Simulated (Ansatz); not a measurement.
Ga6As6H18, a cluster cut from wurtzite GaAs (hydrogen-capped), relaxed as a singlet with RKS PBE-D4/def2-SVP in Ansatz, starting from a model built from a lattice or polyhedron. Force threshold 0.03 eV/Å.

Single mean-field runs in def2-SVP are fitted with def2-universal-jkfit.

Start:

```xyz
30

As   -0.467   -1.632    2.552
Ga    1.469   -1.896    1.044
Ga   -1.784   -2.159   -1.272
As    0.647   -2.204   -1.242
As    2.854    0.104    1.178
Ga    1.512   -0.400   -2.643
Ga   -1.776    0.294    1.880
As   -2.571    0.006   -0.431
As   -0.368    2.265    1.999
Ga    1.533    2.058    0.490
Ga   -1.746    1.798   -1.808
As    0.709    1.772   -1.803
H    -1.341   -2.916    2.491
H     0.020   -1.464    3.998
H     2.271   -3.134    1.489
H    -2.336   -3.292   -0.365
H    -2.296   -2.341   -2.712
H     1.159   -3.541   -1.762
H     3.315    0.296    2.592
H     4.026   -0.061    0.250
H     3.063   -0.429   -2.618
H     1.034   -0.607   -4.089
H    -2.978    0.477    2.847
H    -4.091    0.040   -0.428
H     0.120    2.505    3.412
H    -1.212    3.527    1.601
H     2.400    3.314    0.558
H    -2.223    1.582   -3.244
H    -2.211    3.167   -1.280
H     1.270    2.872   -2.684
```

```json
{"step": "1", "energy (eV)": "-679427.9273", "largest force component (eV/Å)": "1.137", "SCF passes": "19"}
{"step": "2", "energy (eV)": "-679429.4272", "largest force component (eV/Å)": "0.322", "SCF passes": "23"}
{"step": "3", "energy (eV)": "-679429.5016", "largest force component (eV/Å)": "0.058", "SCF passes": "20"}
{"step": "4", "energy (eV)": "-679429.5239", "largest force component (eV/Å)": "0.047", "SCF passes": "19"}
{"step": "5", "energy (eV)": "-679429.5279", "largest force component (eV/Å)": "0.094", "SCF passes": "19"}
{"step": "6", "energy (eV)": "-679429.5307", "largest force component (eV/Å)": "0.039", "SCF passes": "19"}
{"step": "7", "energy (eV)": "-679429.5311", "largest force component (eV/Å)": "0.013", "SCF passes": "20"}
```

Force components are those of the run's own axes.

End:

```xyz
30

As   -0.441   -1.559    2.420
Ga    1.515   -2.115    0.941
Ga   -1.931   -2.372   -1.230
As    0.571   -2.115   -1.315
As    2.690    0.102    1.109
Ga    1.743   -0.426   -2.766
Ga   -2.033    0.303    1.853
As   -2.500   -0.024   -0.525
As   -0.364    2.183    1.892
Ga    1.603    2.230    0.326
Ga   -1.843    2.014   -1.846
As    0.646    1.643   -1.847
H    -1.265   -2.829    2.577
H     0.019   -1.433    3.871
H     2.387   -3.283    1.542
H    -2.263   -3.323   -0.004
H    -2.463   -2.597   -2.698
H     1.091   -3.472   -1.788
H     3.253    0.290    2.516
H     4.016   -0.029    0.374
H     3.263   -0.388   -2.309
H     1.270   -0.626   -4.257
H    -3.139    0.482    2.962
H    -4.028    0.014   -0.474
H     0.101    2.440    3.324
H    -1.135    3.479    1.691
H     2.523    3.484    0.584
H    -2.376    1.851   -3.321
H    -2.126    3.279   -0.929
H     1.216    2.796   -2.674
```

By distances, no bond broke or formed. The bond that changes most is As8–Ga11, from 2.41 to 2.52 Å (atoms count from 1).

No frequencies were taken in this run, so the end may be a saddle point.

Run time 28 s (2 threads of AMD EPYC 7R13 on a shared host and a share (18 GiB) of an NVIDIA H100 80GB HBM3).
